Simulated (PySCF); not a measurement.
**Electron correlation in Ta (tantalum, neutral)**

[Xe] 4f14 5d3 6s1 6p1, one real determinant (an excited configuration). All numbers are calculated (PySCF 2.14, the spin-free X2C one-electron Hamiltonian (Gaussian nucleus), in ANO-RCC-VTZP (8s7p5d3f2g1h, 104 functions)). Frozen: [Xe] 4f14; 5 electrons correlated.

| level | correlation energy (mhartree) |
| --- | --- |
| CCSD | -38.00 |
| (T) | -1.87 |
| CCSD(T) | -39.87 |

Diagnostics: T1 = 0.016, D1 = 0.0484, largest double amplitude 0.164.

The real determinant used has ⟨L²⟩ near 14 against 20 for a pure G term, so it mixes terms. Spin-orbit coupling, absent here, splits the open shell strongly. A double-excitation amplitude exceeds 0.15, a sign of near-degeneracy.

Cost of the coupled-cluster step: about 15 core-seconds, for 5 correlated electrons.

The basis was made for the ground configuration and has no added diffuse functions, which can raise the energy of the promoted electron.

The reference is one real determinant that mixes LS terms of this configuration.
